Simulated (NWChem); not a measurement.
The numbers come from NWChem runs, not from measurements. System: C5H5, charge 0, spin multiplicity 2, at a geometry optimised with UPBE/def2-SVP. The structure started from a generated list of species. Its SCF solution wasn't tested for a lower state. Level: G0W0@UPBE0/def2-TZVP, RI basis def2-tzvp-rifit.

The NWChem input:

```
start mol
memory heap 200 mb stack 700 mb global 1700 mb
geometry units angstroms nocenter noautoz
  C      1.035189     0.689771     0.000000
  C      1.109131    -0.657762     0.000000
  C     -0.289601    -1.145445     0.000000
  C     -1.155796    -0.091837     0.000000
  C     -0.366200     1.201702     0.000000
  H      2.003872    -1.295172     0.000000
  H     -0.567688    -2.210373     0.000000
  H     -2.253855    -0.139713     0.000000
  H     -0.589332     1.833342     0.889603
  H     -0.589332     1.833342    -0.889603
  symmetry group Cs
end
basis spherical
  * library def2-tzvp
end
basis "ri basis" bse spherical
  * library def2-tzvp-rifit
end
dft
  xc pbe0
  odft
  mult 2
  iterations 100
  direct
  tolerances tight
end
task dft energy
gw
  method cdgw
  states alpha occ 4 vir 2
  states beta occ 4 vir 2
end
task dft gw
```

NWChem printed:

```
             Northwest Computational Chemistry Package (NWChem) 7.3.0
             --------------------------------------------------------

                                NWChem Input Module
                                -------------------

 Scaling coordinates for geometry "geometry" by  1.889725989
 (inverse scale =  0.529177249)

 Turning off AUTOSYM since
 SYMMETRY directive was detected!

                             Geometry "geometry" -> ""
                             -------------------------

 Output coordinates in angstroms (scale by  1.889725989 to convert to a.u.)

  No.       Tag          Charge          X              Y              Z
 ---- ---------------- ---------- -------------- -------------- --------------
    1 C                    6.0000     1.03518900     0.68977100     0.00000000
    2 C                    6.0000     1.10913100    -0.65776200     0.00000000
    3 C                    6.0000    -0.28960100    -1.14544500     0.00000000
    4 C                    6.0000    -1.15579600    -0.09183700     0.00000000
    5 C                    6.0000    -0.36620000     1.20170200     0.00000000
    6 H                    1.0000     2.00387200    -1.29517200     0.00000000
    7 H                    1.0000    -0.56768800    -2.21037300     0.00000000
    8 H                    1.0000    -2.25385500    -0.13971300     0.00000000
    9 H                    1.0000    -0.58933200     1.83334200     0.88960300
   10 H                    1.0000    -0.58933200     1.83334200    -0.88960300

 Effective nuclear repulsion energy (a.u.)     147.2028884717

            Nuclear Dipole moment (a.u.)
            ----------------------------
        X                 Y               Z
 ---------------- ---------------- ----------------
     0.0000056692     0.0000000000     0.0000000000

      Symmetry information
      --------------------

 Group name             Cs
 Group number              2
 Group order               2
 No. of unique centers     9

      Symmetry unique atoms

     1    2    3    4    5    6    7    8    9


 Summary of "ao basis" -> "" (spherical)
[...]
     -   - - -        -----         -----         ----         -------
     0   0 0 0     -0.000000    -18.000000    -17.000000     35.000000

     1   1 0 0     -0.335318     -1.355457      1.020133      0.000006
     1   0 1 0     -0.008883     -0.873797      0.864914      0.000000
     1   0 0 1     -0.000000     -0.000000     -0.000000      0.000000

     2   2 0 0    -21.718619    -73.826965    -66.615258    118.723604
     2   1 1 0     -1.719002      2.469273      7.570318    -11.758593
     2   1 0 1      0.000000      0.000000     -0.000000      0.000000
     2   0 2 0    -19.858223    -75.288356    -70.782099    126.212233
     2   0 1 1      0.000000      0.000000      0.000000      0.000000
     2   0 0 2    -23.986665    -15.151105    -14.487794      5.652234

 Task  times  cpu:       72.9s     wall:       72.9s

                                NWChem Input Module
                                -------------------

                                 NWChem GW Module
                                 ----------------

                             ***********************
                             ***        GW       ***
                             ***********************

 Summary of "ri basis" -> "ri basis" (spherical)
 ------------------------------------------------------------------------------
       Tag                 Description            Shells   Functions and Types
 ---------------- ------------------------------  ------  ---------------------
 C                      def2-tzvp-rifit             22       76   8s6p4d3f1g
 H                      def2-tzvp-rifit              7       15   4s2p1d

                 Memory Information
                 ------------------
          Available GA per process is          1699.5 MBs
          Available stack per process is        700.0 MBs
          Available heap per process is           0.0 MBs

          Peak memory in Initialization
              Peak GA per process is                 27.1 MBs
              Peak stack per process is               0.4 MBs
              Peak heap per process is               27.3 MBs
              Memory not in MA per process            0.0 MBs

          Peak memory in CDGW Calculation
              Peak GA per process is                 30.2 MBs
              Peak stack per process is               3.2 MBs
              Peak heap per process is                5.2 MBs
              Memory not in MA per process            0.0 MBs

          Computing 2-center integrals
          Computing Inverse Cholesky factor
          Computing 3-center integrals
          Computing Vxc

          Computing Sigma_x
          Computing W(iw) on the imaginary grid
          Solving quasiparticle equations

                  Alpha Orbitals
          State     Energy (eV)     Error (eV)
          -----------------------------------
@GW        15        -12.455           0.002
@GW        16        -10.732           0.005
@GW        17         -9.429           0.002
@GW        18         -8.572           0.002
@GW        19          1.240           0.002
@GW        20          3.198           0.002

                   Beta Orbitals
          State     Energy (eV)     Error (eV)
          -----------------------------------
@GW        14        -12.913           0.005
@GW        15        -12.343           0.002
@GW        16        -10.719           0.002
@GW        17         -8.324           0.002
@GW        18         -0.594           0.004
@GW        19          1.489           0.002

     GW Timing Statistics
   ------------------------
   Init.   :          0.1s
     ERIs  :          2.7s
     Distr.:          0.0s
     Vxc   :          6.5s
   Vmo     :          0.0s
   iW      :          9.3s
   I_n     :          0.0s
   R_n     :          2.5s
   GW total:         21.2s

 Task  times  cpu:       21.2s     wall:       21.2s

 Total times  cpu:       94.1s     wall:       94.1s
```
